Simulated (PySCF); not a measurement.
Vertical excitations of a molecule C3H11NOSi from TDA-PBE/def2-SVPD run with PySCF 2.14.0, as energy in eV (oscillator strength): 5.88 (0.065), 6.35 (0.013), 6.45 (0.013), 6.71 (0.009), 6.90 (0.011), 6.94 (0.025). Lowest triplet (TDA): 5.57 eV. Geometry: TPSSh-D3(BJ)/def2-SVP. The values are those of a single conformer.

### Question
Identify the compound among the candidates.
A) CC[Si@@](C)(N)O
B) CN[Si@@H](C)OC
C) CC(C)O[SiH2]N
D) CO[Si](C)(C)N

### Answer
C, CC(C)O[SiH2]N
